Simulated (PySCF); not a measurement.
# GdAs from Hartree–Fock to correlated methods

State: decet, about 7.0 electrons in the 4f shell (Mulliken). Set-up: basis Gd ANO-RCC-VDZP, As ANO-RCC-VDZP; spin-free X2C with a Gaussian nucleus; PySCF 2.14. De refers to Gd (4f7 5d1 6s2) + As in their high-spin ground configurations, without counterpoise correction. The functionals are run spin-unrestricted. A positive dipole means Gd(−)As(+).

| Level | Re (Å) | ωe (cm⁻¹) | De (eV) | μ (D) | CPU s a point (SCF and correlation, without the integrals) |
| --- | --- | --- | --- | --- | --- |
| ROHF | 2.590 | 269 | n/a | -8.35 | 6.6 |
| ROHF-MP2 | 2.552 | 261 | n/a | n/a | 8.9 |
| ROHF-SCS-MP2 | 2.571 | 255 | n/a | n/a | n/a |
| PBE | 2.582 | 240 | 2.99 | -5.27 | 13 |
| r²SCAN | 2.556 | 260 | 2.70 | -6.03 | 11 |
| PBE0 | 2.554 | 264 | 2.49 | -6.07 | 17 |
| r²SCAN0 | 2.548 | 268 | 2.35 | -6.52 | 14 |
| LC-ωPBE | 2.517 | 287 | 2.23 | -7.47 | 92 |
| B2PLYP | 2.580 | 253 | 2.31 | -6.73 | 11 |

The bond length runs from 2.517 Å (LC-ωPBE) to 2.590 Å (ROHF). De spans 2.23 eV (LC-ωPBE, range-separated hybrid) to 2.99 eV (PBE, GGA).

Correlated steps freeze 27 core orbitals. These are scalar-relativistic numbers at best; spin–orbit coupling would shift them, the dissociation energy most. B2PLYP dipoles, levels and charges come from its SCF part alone. With d or f electrons several states lie close, and the lowest PBE0 determinant need not be the measured ground state.

The whole job (state search and all levels along the bond) took about 39 min on 2 threads of Arm Neoverse N1 (shared host), peak memory 3.1 GiB.
